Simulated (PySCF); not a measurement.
Vertical excitations of a molecule C₄H₉NSi from TDDFT-CAM-B3LYP/def2-SVPD (PySCF), as energy in eV (oscillator strength): 6.42 (0.023), 6.65 (0.004), 6.92 (0.015), 7.07 (0.211), 7.30 (0.010), 7.34 (0.021), 7.68 (0.009), 7.73 (0.024), 7.79 (0.004), 7.87 (0.033). Lowest triplet (TDA): 4.27 eV. The structure is a stationary point at PBE0-D3(BJ)/def2-SVP. The values are those of a single conformer.

Q: Which structure fits?
A. N[SiH]1CC=CC1
B. [SiH3]N[C@H]1C=CC1
C. C=CC(=C)[SiH2]N
D. C=C=CN(C)[SiH3]

A: A, N[SiH]1CC=CC1
